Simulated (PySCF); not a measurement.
# C4H9FGe: core ionisation energies

Compound: C4H9FGe.
SMILES with atom numbers: `[CH3:1][Ge@H:2]1[CH2:3][C@H:4]([F:5])[CH2:6]1`

Geometry (PBE0-D3(BJ)/def2-SVP, Å), atoms numbered from 1 in this order:
```xyz
15
C4H9FGe angstrom
C      1.983    0.788   -1.018
Ge     0.589    0.564    0.327
C     -1.303    0.563   -0.276
C     -1.512   -0.700    0.570
F     -1.898   -0.302    1.839
C     -0.090   -1.271    0.664
H      2.101    1.847   -1.290
H      1.731    0.217   -1.923
H      2.947    0.422   -0.632
H      0.887    1.406    1.582
H     -1.352    0.341   -1.354
H     -2.004    1.374   -0.040
H     -2.287   -1.401    0.208
H      0.141   -1.915   -0.199
H      0.106   -1.824    1.593
```

Level of theory: PySCF, delta-SCF UKS SCAN, pcX-2 on the ionised atom, pcseg-1 elsewhere, spin-free X2C. Each binding energy is the total energy of the core-ionised species, with the hole localised on one atom, minus that of the ground state; both are solved self-consistently, so orbital relaxation is included.

Task: Give the core binding energies atom by atom.

Result: 
```
atom(s)      bonded to  level  binding energy (eV)  above the level's lowest (eV)  count
  C3/C6  C, 2 H and Ge   C 1s               289.96                           0.00      2
     C1     3 H and Ge   C 1s               290.29                          +0.33      1
     C4   F, 2 C and H   C 1s               292.71                          +2.75      1
     F5              C   F 1s               691.88                           0.00      1
```

Lowest listed C 1s: C3/C6, bonded to C, 2 H and Ge. Highest, 2.75 eV above it: C4, bonded to F, 2 C and H. The widest gap between neighbouring values is 2.42 eV, between 290.29 and 292.71 eV.

Task: Which photon energy gives electrons from C 1s of C4 a kinetic energy of 200 eV, and what is their de Broglie wavelength?

Result: hν = 292.71 + 200 = 492.71 eV, recoil neglected; λ = 12.264 Å/√(E/eV) = 0.87 Å.

Task: What is the longest wavelength that can ionise C 1s of C4 vertically?

Result: λ = hc/E = 12398.42 eV Å / 292.71 eV = 42.357 Å.

One atom of each set of topologically equivalent atoms was ionised and stands for the set; in this conformer not all members are related by symmetry, and their own values weren't computed. No level of germanium is listed. The structure is a single PBE0-D3(BJ)/def2-SVP conformer in the gas phase; no vibrational or solvent corrections.
